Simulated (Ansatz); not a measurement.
Cl2F3HSi2, SMILES `F[Si](F)(F)[SiH](Cl)Cl`. Charge 0, multiplicity 1. The structure was optimised at the PBE0-D4/def2-TZVP level. It is one conformer, not always the lowest.

```xyz
8

F     1.599    0.723    1.508
Si    0.113    0.351    1.126
F    -0.337   -0.848    2.044
F    -0.793    1.595    1.476
Si   -0.061   -0.209   -1.133
Cl    1.137   -1.827   -1.468
Cl   -2.012   -0.668   -1.513
H     0.354    0.882   -2.039
```

What is the dipole moment at ωB97M-V/def2-TZVPP? (An estimate is asked.)

Ansatz gave: 1.36 D, with components (0.17, 0.42, -1.28) D in this frame, pointing from negative to positive charge.

And with PBE, r2SCAN, B3LYP? (Estimate.)

Computed: PBE 1.27 D, r2SCAN 1.29 D, B3LYP 1.38 D.

Give the Mulliken charges with ωB97M-V, B3LYP, r2SCAN in def2-TZVPP. (Best estimate.)

Ansatz gave: 
```csv
atom,ωB97M-V,B3LYP,r2SCAN
F1,-0.28,-0.29,-0.28
Si2,0.85,0.88,0.88
F3,-0.27,-0.28,-0.28
F4,-0.28,-0.29,-0.28
Si5,0.31,0.41,0.44
Cl6,-0.17,-0.20,-0.20
Cl7,-0.17,-0.20,-0.20
H8,0.00,-0.04,-0.06
```

B3LYP here is the variant with VWN-RPA as its local correlation; programs differ in this.
